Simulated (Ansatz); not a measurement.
Total energies of `[O-]C(C(F)(F)F)C(F)(F)F`.

Cartesian coordinates in Å:
```
O 1.2726 -0.9493 0.9366
C 0.6352 -0.0321 0.2652
C 0.2352 -0.5028 -1.1630
F 1.3375 -0.8533 -1.8485
F -0.3793 0.4405 -1.9263
F -0.5767 -1.5716 -1.1728
C -0.6235 0.4937 1.0140
F -0.2610 1.0041 2.2039
F -1.5376 -0.4557 1.2681
F -1.2908 1.4952 0.3803
H 1.1884 0.9313 0.0425
```

The species carries charge -1 and has multiplicity 1. The structure was optimised at the PBE0-D4/def2-TZVPD level. Basis def2-TZVPPD, Ansatz 0.2.0.

RPA on PBE orbitals: Hartree–Fock energy of these orbitals -785.91844 Eh, correlation -3.32946 Eh (frozen core).

```json
{"functional": "PBE", "energy without D4 (Eh)": "-788.84257", "D4 term (kJ/mol)": "-26.9"}
{"functional": "BLYP", "energy without D4 (Eh)": "-789.51827", "D4 term (kJ/mol)": "-60.2"}
{"functional": "B97M-V", "energy without D4 (Eh)": "-789.37592", "D4 term (kJ/mol)": "–"}
{"functional": "PBE0", "energy without D4 (Eh)": "-788.83483", "D4 term (kJ/mol)": "-22.6"}
{"functional": "B3LYP", "energy without D4 (Eh)": "-789.60564", "D4 term (kJ/mol)": "-42.6"}
{"functional": "r2SCANh", "energy without D4 (Eh)": "-789.23144", "D4 term (kJ/mol)": "-7.3"}
{"functional": "r2SCAN0", "energy without D4 (Eh)": "-789.16552", "D4 term (kJ/mol)": "-8.0"}
{"functional": "HSE06 (plane-wave form)", "energy without D4 (Eh)": "-788.80237", "D4 term (kJ/mol)": "-20.7"}
{"functional": "CAM-B3LYP", "energy without D4 (Eh)": "-789.40886", "D4 term (kJ/mol)": "-22.4"}
{"functional": "LC-ωPBE", "energy without D4 (Eh)": "-789.17314", "D4 term (kJ/mol)": "–"}
{"functional": "ωB97X-V", "energy without D4 (Eh)": "-789.36063", "D4 term (kJ/mol)": "–"}
{"functional": "ωB97M-V", "energy without D4 (Eh)": "-789.42901", "D4 term (kJ/mol)": "–"}
{"functional": "B2PLYP", "energy without D4 (Eh)": "-789.15885", "D4 term (kJ/mol)": "–"}
{"functional": "PBE-QIDH", "energy without D4 (Eh)": "-788.73902", "D4 term (kJ/mol)": "–"}
```

(1) Give the same for LDA (SPW92), revPBE, r2SCAN, BHLYP. (Best estimate.)

B3LYP takes the VWN-RPA correlation (the form of Gaussian; ORCA's B3LYP/G). HSE06 is the plane-wave form, built on full-range PBE exchange. The double hybrids freeze the cores in their second-order part.

Results:

(1) The calculation gave: 
```tsv
functional	energy without D4 (Eh)	D4 term (kJ/mol)
LDA (SPW92)	-784.29180	–
revPBE	-789.34459	-93.0
r2SCAN	-789.27735	-7.1
BHLYP	-789.28141	-28.8
```

LC-ωPBE has ω = 0.4 bohr⁻¹.
